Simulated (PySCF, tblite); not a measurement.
Compound: C5H6N3O (charge -1).
Geometry (GFN2-xTB, Å), atoms numbered from 1 in this order:
```
atom  x, y, z in Å
C1     2.9749   -0.9007   -0.0935
C2     1.6428   -0.8515   -0.1370
C3     0.8428    0.3082    0.1045
N4     1.2862    1.5531    0.4171
N5     0.2520    2.3287    0.5571
N6    -0.8971    1.6730    0.3553
C7    -0.5611    0.4192    0.0732
O8    -1.4608   -0.5918   -0.2007
C9    -2.7923   -0.1668   -0.1526
H10    3.5500   -0.0208    0.1377
H11    3.5229   -1.8122   -0.2854
H12    1.0716   -1.7462   -0.3729
H13   -2.9780    0.6310   -0.8813
H14   -3.0466    0.2216    0.8406
H15   -3.4116   -1.0371   -0.3840
```

Computed geometry: GFN2-xTB, gas phase.

Masses are those of the commonest isotopes; rigid-rotor values at the optimised geometry. The values belong to one conformer with, in the numbering `[CH2:1]=[CH:2][c:3]1[n:4][n:5][n-:6][c:7]1[O:8][CH3:9]`, C1–C2–C3–N4 0°, N6–C7–O8–C9 0°.

Task: What are A, B and C (GHz)?

Result: Ia = 171.70, Ib = 374.27, Ic = 542.81 u·Å²; 505379 MHz·u·Å²/I gives 2943, 1350 and 931.0 MHz, that is A = 2.9433, B = 1.3503, C = 0.9310 GHz.

Task: Classify the top.

Result: An asymmetric top; Ray's κ = -0.583.

Task: Is it planar, by Δ = Ic − Ia − Ib?

Result: Not planar: Δ = Ic − Ia − Ib = -3.16 u·Å². For a rigid frame Δ = −2 Σ m c², so Σ m c² = 1.58 u·Å² lies off the ab plane, practically all of it from hydrogen. The atom farthest from that plane is 0.89 Å away.

Task: Give the other two planar moments, Paa and Pbb, and the rms extents of the mass along the axes.

Result: Paa = Σ m a² = (Ib + Ic − Ia)/2 = 372.69 and Pbb = Σ m b² = (Ia + Ic − Ib)/2 = 170.12 u·Å². With the mass M = 124.05 u, the rms extents √(P/M) along a, b and c are 1.73, 1.17, 0.11 Å.

Task: Estimate the classical rotational partition function at 200 K, 298.15 K and 500 K.

Result: Point group Cs, symmetry number σ = 1; q = (√π/σ)·√((kT/h)³/(ABC)), k/h = 20836.6 MHz/K: 248000 at 200 K, 451000 at 298.15 K, 980000 at 500 K.

Its GFN2-xTB frequencies are all real (lowest 72 cm⁻¹). Constants of a rigid frame at the computed geometry: no zero-point averaging, no centrifugal distortion.
